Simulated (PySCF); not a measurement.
# Splitting trees

Molfile (atoms numbered from 1):
```
C5H5NO3
     RDKit          3D

 14 14  0  0  0  0  0  0  0  0999 V2000
    2.8404   -0.1636   -0.2619 C   0  0  0  0  0  0  0  0  0  0  0  0
    1.4637   -0.2063   -0.6101 O   0  0  0  0  0  0  0  0  0  0  0  0
    0.6063    0.0733    0.3657 C   0  0  0  0  0  0  0  0  0  0  0  0
    0.9232    0.3513    1.4956 O   0  0  0  0  0  0  0  0  0  0  0  0
   -0.8008    0.0069   -0.0874 C   0  0  0  0  0  0  0  0  0  0  0  0
   -1.9456    0.2496    0.7198 C   0  0  0  0  0  0  0  0  0  0  0  0
   -2.9790    0.0641   -0.1464 C   0  0  0  0  0  0  0  0  0  0  0  0
   -2.5000   -0.2576   -1.3524 O   0  0  0  0  0  0  0  0  0  0  0  0
   -1.1623   -0.2919   -1.3128 N   0  0  0  0  0  0  0  0  0  0  0  0
    3.3881   -0.4110   -1.1671 H   0  0  0  0  0  0  0  0  0  0  0  0
    3.0562   -0.8864    0.5276 H   0  0  0  0  0  0  0  0  0  0  0  0
    3.1122    0.8327    0.0929 H   0  0  0  0  0  0  0  0  0  0  0  0
   -1.9594    0.5131    1.7547 H   0  0  0  0  0  0  0  0  0  0  0  0
   -4.0437    0.1253   -0.0405 H   0  0  0  0  0  0  0  0  0  0  0  0
  1  2  1  0
  2  3  1  0
  3  4  2  0
  3  5  1  0
  5  6  1  0
  6  7  2  0
  7  8  1  0
  8  9  1  0
  9  5  2  0
  1 10  1  0
  1 11  1  0
  1 12  1  0
  6 13  1  0
  7 14  1  0
M  END
```

[PySCF 2.14: shieldings: GIAO PBE0/pcSseg-1; GFN2-xTB geometry; J: B3LYP/pcJ-1 (without the spin–dipole term); one computed conformer; averaged over atoms made equivalent by symmetry, fast rotation or ring inversion; no relativistic terms; no solvent]

Chemical shifts δ = σref − σ; 1H vs TMS, all at this level.

Spectrometer: 400 MHz for 1H. First-order analysis; couplings under 1 Hz (under 4 Hz in carbon signals) are ignored, and nearly equal couplings are merged; the smaller ones broaden or split the lines further.

Problem. What pattern does H14 show (1H)?

Solution. A doublet at δ 8.68: 2.0 Hz to H13 (1 × 1H, 3 bonds away). Lines in Hz from the centre (relative intensity): +1.0 (1), -1.0 (1). The outer lines are 2.0 Hz apart, the sum of the couplings kept, or 0.005 ppm at this field.

Problem. What pattern does H13 show (1H)?

Solution. A doublet at δ 7.14: 2.0 Hz to H14 (1 × 1H, 3 bonds away). Lines in Hz from the centre (relative intensity): +1.0 (1), -1.0 (1). The outer lines are 2.0 Hz apart, the sum of the couplings kept, or 0.005 ppm at this field.

Unscaled 3J(H,H) at this level run about 10 % above measured values.
